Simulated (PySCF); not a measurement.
Al(H)(PH2)2 (AlH5P2), SMILES [PH2][AlH][PH2]. Heavy atoms are numbered as in [AlH:1]([PH2:3])[PH2:6]. Hydrogens are named by the atom that carries them.

Coordinates come from a ωB97X-D3(BJ)/def2-SVP optimisation. The values are those of a single conformer.

All values below come from r2SCAN/def2-TZVPD (PySCF).

ESP charges are fitted to the potential on shells at 1.4 to 2.0 van der Waals radii. Atomic charges (e), one atom of each kind:

```json
[
 {"atom": "Al1 (AlH)", "ESP fit": "0.55", "meta-Löwdin": "(withheld)"},
 {"atom": "H on Al1", "ESP fit": "-0.22", "meta-Löwdin": "(withheld)"},
 {"atom": "P3 (PH2)", "ESP fit": "-0.27", "meta-Löwdin": "(withheld)"},
 {"atom": "H on P3", "ESP fit": "0.05", "meta-Löwdin": "(withheld)"}
]
```

**Question.** Fill in the missing entries. (Estimate from the structure and the level; the computed values follow.)

**Answer.** 
- Al1 (AlH), meta-Löwdin: 0.48
- H on Al1, meta-Löwdin: -0.14
- P3 (PH2), meta-Löwdin: -0.24
- H on P3, meta-Löwdin: 0.04
